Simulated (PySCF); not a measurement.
# How methods differ on the excitation energy of Fe+

Fe+ [Ar] 3d6 4s1 (6D) → Fe+ [Ar] 3d6 4p1 (high-spin determinant), as a difference of total energies. Calculation: PySCF 2.14, in x2c-TZVPPall; the spin-free X2C one-electron Hamiltonian (Gaussian nucleus). Correlated levels: valence: [Ar] frozen; valence and next inner shell: [Ne] frozen. The calculations carry no spin-orbit coupling.

```csv
method,excitation energy (eV)
UHF,4.574
LDA,4.993
PBE,4.861
PBE0,4.802
r2SCAN,4.881
MN15,4.650
TPSSh,4.791
wB97X,4.768
HSE06,4.832
MP2 (valence),4.781
SCS-MP2 (valence),4.712
MP2 (valence and next inner shell),4.909
SCS-MP2 (valence and next inner shell),4.828
```

**Question.** How much does correlation contribute at MP2 (valence and next inner shell)?

**Answer.** 4.909 − (4.574) = 0.335 eV, measured against UHF.

A first-order spin-orbit estimate (lowest level to lowest level, LS coupling) adds 0.022 eV.

The basis was made for the ground configuration and has no added diffuse functions, so the excitation energy can come out too high.

The determinant of the upper state mixes LS terms, which raises its energy above the lowest term, most at the Hartree-Fock and MP2 levels.
